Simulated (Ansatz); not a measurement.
Isolated molecules relaxed with PBE0-D4/def2-TZVP in Ansatz; ΔE leaves out vibrations. CCSD(T)/CBS adds triple-zeta CCSD(T) − MP2 to the extrapolated MP2 energy (def2 sets, frozen cores). DFT in def2-TZVPP. B3LYP here is the variant with VWN-RPA as its local correlation; programs differ in this. One conformer a species, not always the lowest.

`[SiH3]OB(S)S` + `SB(Cl)Cl` → `SB(S)S` + `[SiH3]OB(Cl)Cl`  (redistribution)

```
          level  ΔE (kJ/mol)
      r2SCAN-D4         -8.7
         B2PLYP         -8.8
          B3LYP         -7.7
CCSD/def2-TZVPP         -9.9
```

Task: What does CCSD(T)/CBS give? (Estimate.)

Result: The calculation gave: -10.1 kJ/mol. The listed levels differ from it by 1.4, 1.3, 2.4, 0.2 kJ/mol.

Largest T1 diagnostic among the species: 0.013.
